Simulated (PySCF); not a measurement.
**Vertical excitation energies**

Compound: C3H11FOSi2.
Bonds: C1–Si2, Si2–C3, Si2–C4, C4–F5, Si2–O6, O6–Si7. Hydrogens: H8, H9, H10 on C1; H11, H12, H13 on C3; H14, H15 on C4; H16, H17, H18 on Si7.

Method used: TDDFT CAM-B3LYP/def2-SVPD, vertical, gas phase, core orbitals frozen in the response in PySCF 2.14.0, density-fitted response routines. Isolated species at its GFN2-xTB geometry (one conformer only). Torsions of this conformer, `[CH3:1][Si:2]([CH3:3])([CH2:4][F:5])[O:6][SiH3:7]`: C1–Si2–C4–F5 177°, C1–Si2–O6–Si7 177°.

| state | E (eV) | E (kJ/mol) | λ (nm) | f | \|μ\| (D) | main configurations (H = HOMO, L = LUMO) |
| --- | --- | --- | --- | --- | --- | --- |
| S1 | 7.24 | 698 | 171.3 | 0.0066 | 0.49 | H→L (72%) |
| S2 | 7.46 | 720 | 166.1 | 0.0010 | 0.18 | H-1→L (73%) |
| S3 | 7.71 | 744 | 160.8 | 0.028 | 0.97 | H→L+2 (45%), H→L+3 (16%), H→L (8%) |
| S4 | 7.84 | 757 | 158.1 | 0.027 | 0.95 | H→L+1 (35%), H-2→L (21%), H→L+3 (14%) |
| S5 | 8.14 | 785 | 152.3 | 0.033 | 1.03 | H-1→L+1 (42%), H-1→L (16%), H-3→L (15%) |
| S6 | 8.49 | 819 | 146.1 | 0.049 | 1.24 | H→L+4 (24%), H→L+1 (19%), H-1→L+2 (16%) |
| S7 | 8.51 | 821 | 145.6 | 0.054 | 1.29 | H-1→L+2 (29%), H-2→L (19%), H→L+1 (14%) |
| S8 | 8.54 | 824 | 145.2 | 0.036 | 1.05 | H→L+3 (38%), H-2→L+1 (13%), H-1→L+2 (12%) |

Triplets (Tamm–Dancoff): T1 6.91 eV, H→L (46%), H→L+2 (18%); T2 7.13 eV, H-1→L (55%), H-3→L (11%), H-1→L+1 (10%); T3 7.26 eV, H→L+2 (18%), H→L+3 (16%), H-2→L (16%).

The lowest singlet lies at 7.24 eV (171 nm, vacuum ultraviolet) and is weak; its leading configuration is HOMO→LUMO (72%). The most intense listed level is S7 at 8.51 eV (146 nm, f = 0.054), 1.28 eV above S1. Löwdin shares by element: HOMO carbon 25% or more, fluorine 16%, oxygen 15%, silicon 14% or more (atoms not listed hold the other 29%); LUMO silicon 35%, carbon 13% or more (atoms not listed hold the other 52%). The oscillator strengths of these states sum to 0.233; summed over the whole spectrum of an exact calculation they would give the number of electrons, 74 (Thomas–Reiche–Kuhn). Weighted by f, the mean energy of these states is 8.25 eV. The listed states span 1.30 eV, and the widest gap between neighbours is 0.35 eV (S5 to S6). The window holds the lowest 8 singlets.
